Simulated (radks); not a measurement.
Results of a calculation; reference values are marked as such.
Question: Br, configuration [Ar] 3d10 4s2 4p4 6s1 (not the ground configuration). Code: a radial shooting solver on a logarithmic mesh with Libxc functionals. Model: Dirac Kohn-Sham, BLYP, spin-unpolarised, spherical densities, finite nucleus; open shells fill j = l - 1/2 first; Fermi nuclear charge, rms radius 4.1629 fm. Some entries of the table are withheld. Estimate them.

orbital,occ.,eigenvalue (hartree),r(max) (bohr),<r^2> (bohr^2)
1s1/2,2,-489.6789,0.02791,0.002460
2s1/2,2,-63.97907,0.1593,0.04231
2p1/2,2,-57.65613,(1),(2)
2p3/2,4,-55.90903,(3),(4)
3s1/2,2,-9.04047,0.4841,0.3500
3p1/2,2,-6.84288,0.4752,0.3639
3p3/2,4,-6.59129,0.4839,0.3776
3d3/2,4,(5),0.4289,0.4288
3d5/2,6,(6),0.4316,0.4348
4s1/2,2,-1.01175,1.402,3.046
4p1/2,2,-0.55097,1.601,4.399
4p3/2,2,-0.52992,1.632,4.576
6s1/2,1,-0.03703,10.97,156.0

Answer: 
(1) 2p1/2 r(max) (bohr): 0.1252
(2) 2p1/2 <r^2> (bohr^2): 0.03251
(3) 2p3/2 r(max) (bohr): 0.1284
(4) 2p3/2 <r^2> (bohr^2): 0.03396
(5) 3d3/2 eigenvalue (hartree): -2.77808
(6) 3d5/2 eigenvalue (hartree): -2.73812
